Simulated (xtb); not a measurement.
H3B, charge +1, doublet, at a GFN2-xTB geometry (a state made from the parent by changing its charge; the spin is typed, not shown lowest); GFN2-xTB in xtb.

Input for xtb:
```
$ xtb mol.xyz --gfn 2 --chrg 1 --uhf 1 --acc 30 --json

# file mol.xyz
4

B      0.03835502     0.03398175    -0.03634696
H     -1.14157844    -0.19839382    -0.05654116
H      0.19951765    -0.63625243     0.94928073
H      0.75028569     0.66473750    -0.71100478
```

It wrote (shortened):

```
   ID    Z sym.   atoms
    1    5 B      1
    2    1 H      2-4

           -------------------------------------------------
          |                Calculation Setup                |
           -------------------------------------------------

           -------------------------------------------------
          |                 G F N 2 - x T B                 |
           -------------------------------------------------

          ...................................................
          :                      SETUP                      :
          :.................................................:
          :  # basis functions                   7          :
          :  # atomic orbitals                   7          :
          :  # shells                            5          :
          :  # electrons                         5          :
          :  max. iterations                   250          :
          :  Hamiltonian                  GFN2-xTB          :
          :  restarted?                      false          :
          :  GBSA solvation                  false          :
          :  PC potential                    false          :
          :  electronic temp.          300.0000000     K    :
          :  accuracy                   30.0000000          :
          :  -> integral cutoff          0.2000000E+02      :
          :  -> integral neglect         0.3000000E-06      :
          :  -> SCF convergence          0.3000000E-04 Eh   :
          :  -> wf. convergence          0.3000000E-02 e    :
          :  Broyden damping             0.4000000          :
          :  net charge                          1          :
          :  unpaired electrons                  1          :
          ...................................................

 iter      E             dE          RMSdq      gap      omega  full diag
   1     -2.1636765 -0.216368E+01  0.126E+01    2.59       0.0  T
   2     -2.1749485 -0.112720E-01  0.759E+00    2.58       1.0  T
   3     -2.1753276 -0.379107E-03  0.988E-01    2.74       1.0  T
   4     -2.1753125  0.150548E-04  0.830E-01    3.04       1.0  T
   5     -2.1780574 -0.274485E-02  0.152E-01    2.86       1.0  T
   6     -2.1780504  0.694744E-05  0.601E-02    2.85       1.0  T
   7     -2.1780609 -0.104229E-04  0.241E-02    2.85       2.1  T
   8     -2.1780630 -0.210053E-05  0.193E-03    2.86      25.9  T

   *** convergence criteria satisfied after 8 iterations ***

         :::::::::::::::::::::::::::::::::::::::::::::::::::::
         ::                     SUMMARY                     ::
         :::::::::::::::::::::::::::::::::::::::::::::::::::::
         :: total energy              -2.147956126478 Eh    ::
         :: gradient norm              0.000047314187 Eh/a0 ::
         :: HOMO-LUMO gap              2.858799840249 eV    ::
         ::.................................................::
         :: SCC energy                -2.178062965824 Eh    ::
         :: -> isotropic ES            0.151431454374 Eh    ::
         :: -> anisotropic ES         -0.014725629314 Eh    ::
         :: -> anisotropic XC          0.001063136650 Eh    ::
         :: -> dispersion             -0.000196379952 Eh    ::
         :: repulsion energy           0.030106839346 Eh    ::
         :: add. restraining           0.000000000000 Eh    ::
         :: total charge               1.000000000000 e     ::
         :::::::::::::::::::::::::::::::::::::::::::::::::::::

           -------------------------------------------------
          |                Property Printout                |
           -------------------------------------------------

    * Orbital Energies and Occupations

         #    Occupation            Energy/Eh            Energy/eV
      -------------------------------------------------------------
         1        2.0000           -0.8266506             -22.4943
         2        2.0000           -0.7724481             -21.0194
         3        1.0000           -0.7456264             -20.2895 (HOMO)
         4                         -0.6405675             -17.4307 (LUMO)
         5                         -0.1805716              -4.9136
         6                         -0.0023970              -0.0652
         7                          0.1929351               5.2500
      -------------------------------------------------------------
                  HL-Gap            0.1050590 Eh            2.8588 eV
             Fermi-level           -0.7260671 Eh          -19.7573 eV

     #   Z          covCN         q      C6AA      α(0)
     1   5 B        2.791     0.299    16.929     6.877
     2   1 H        0.925     0.274     0.789     1.389
     3   1 H        0.925     0.274     0.789     1.389
     4   1 H        0.940     0.152     1.379     1.836

 Mol. C6AA /au·bohr⁶  :         49.881513
 Mol. C8AA /au·bohr⁸  :       1311.913132
 Mol. α(0) /au        :         11.491646

Wiberg/Mayer (AO) data.
largest (>0.10) Wiberg bond orders for each atom

 ---------------------------------------------------------------------------
     #   Z sym  total        # sym  WBO       # sym  WBO       # sym  WBO
 ---------------------------------------------------------------------------
     1   5 B    2.465 --     4 H    0.977     2 H    0.744     3 H    0.744
     2   1 H    0.880 --     1 B    0.744     3 H    0.136
     3   1 H    0.880 --     1 B    0.744     2 H    0.136
     4   1 H    0.977 --     1 B    0.977
 ---------------------------------------------------------------------------

Topologies differ in total number of bonds
Writing topology from bond orders to xtbtopo.mol

molecular dipole:
                 x           y           z       tot (Debye)
 q only:       -0.252      -0.223       0.239
   full:       -0.347      -0.308       0.329       1.447
molecular quadrupole (traceless):
                xx          xy          yy          xz          yz          zz
 q only:        0.704       0.554      -0.716      -0.062      -1.257       0.012
  q+dip:        1.196       0.996      -1.216      -0.172      -2.181       0.021
   full:        0.423       0.113      -0.430       0.219      -0.577       0.007

           -------------------------------------------------
          | TOTAL ENERGY               -2.147956126478 Eh   |
          | GRADIENT NORM               0.000047314187 Eh/α |
          | HOMO-LUMO GAP               2.858799840249 eV   |
           -------------------------------------------------

normal termination of xtb
```
